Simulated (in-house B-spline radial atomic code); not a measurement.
Configurations of Au4+, with energies counted from [Xe] 4f14 (5d3/2)4 (5d5/2)3. All numbers are computed (Dirac-Hartree-Fock, average of each configuration as written; Fermi nucleus of rms radius 5.4371 fm) with an all-electron radial atomic-structure program (B-spline basis), not measured. Energies include first-order Breit, QED and recoil terms.

Occupations are held fixed; configurations that lie above the ionisation limit could autoionise.

```json
{"configuration": "[Xe] 4f14 (5d3/2)3 (5d5/2)4", "E - E(ref) (eV)": "2.0371", "highest orbital": "5d5/2", "its <r> (bohr)": "1.393"}
{"configuration": "[Xe] 4f14 (5d3/2)2 (5d5/2)4 (5f7/2)1", "E - E(ref) (eV)": "40.995", "highest orbital": "5f7/2", "its <r> (bohr)": "3.014"}
{"configuration": "[Kr] 4d10 4f14 5s2 (5p1/2)2 (5p3/2)3 (5d3/2)2 (5d5/2)5 (7f5/2)1", "E - E(ref) (eV)": "113", "highest orbital": "7f5/2", "its <r> (bohr)": "8.784"}
{"configuration": "[Xe] (4f5/2)6 (4f7/2)7 (5d3/2)1 (5d5/2)6 (6p3/2)1", "E - E(ref) (eV)": "113.25", "highest orbital": "6p3/2", "its <r> (bohr)": "2.609"}
{"configuration": "[Xe] (4f5/2)6 (4f7/2)7 (5d3/2)4 (5d5/2)3 (7p3/2)1", "E - E(ref) (eV)": "124.36", "highest orbital": "7p3/2", "its <r> (bohr)": "4.829"}
{"configuration": "[Kr] 4d10 4f14 5s2 (5p1/2)1 (5p3/2)4 (5d3/2)4 (5d5/2)3 (8g9/2)1", "E - E(ref) (eV)": "131.89", "highest orbital": "8g9/2", "its <r> (bohr)": "17.06"}
{"configuration": "[Xe] (4f5/2)5 (4f7/2)8 (5d3/2)1 (5d5/2)6 (9f7/2)1", "E - E(ref) (eV)": "148.98", "highest orbital": "9f7/2", "its <r> (bohr)": "16.76"}
```

**Question.** Order these further configurations by energy, lowest first.
A. [Xe] (4f5/2)5 (4f7/2)8 (5d3/2)3 (5d5/2)5
B. [Kr] 4d10 4f14 5s2 (5p1/2)1 (5p3/2)4 (5d3/2)3 (5d5/2)4 (9p3/2)1
C. [Kr] 4d10 4f14 5s2 (5p1/2)2 (5p3/2)3 (5d3/2)4 (5d5/2)3 (8d3/2)1
D. [Xe] (4f5/2)6 (4f7/2)7 (5d3/2)1 (5d5/2)6 (8p3/2)1
E. [Xe] 4f14 (5d3/2)1 (5d5/2)6

**Answer.** E (5.1513 eV), A (88.758 eV), C (106.82 eV), B (128.77 eV), D (138.2 eV).

**Question.** How far above the reference does [Kr] 4d10 4f14 5s2 (5p1/2)2 (5p3/2)3 (5d3/2)4 (5d5/2)3 (5g9/2)1 lie?

**Answer.** 103.79 eV; its least bound orbital is 5g9/2 with <r> = 5.448 bohr.

**Question.** How far above the reference does [Xe] (4f5/2)5 (4f7/2)8 (5d3/2)1 (5d5/2)6 (5f7/2)1 lie?

**Answer.** 130.82 eV; its least bound orbital is 5f7/2 with <r> = 2.866 bohr.

**Question.** How far above the reference does [Kr] 4d10 4f14 5s2 (5p1/2)1 (5p3/2)4 (5d3/2)1 (5d5/2)6 9s1 lie?

**Answer.** 127.99 eV; its least bound orbital is 9s1/2 with <r> = 9.844 bohr.
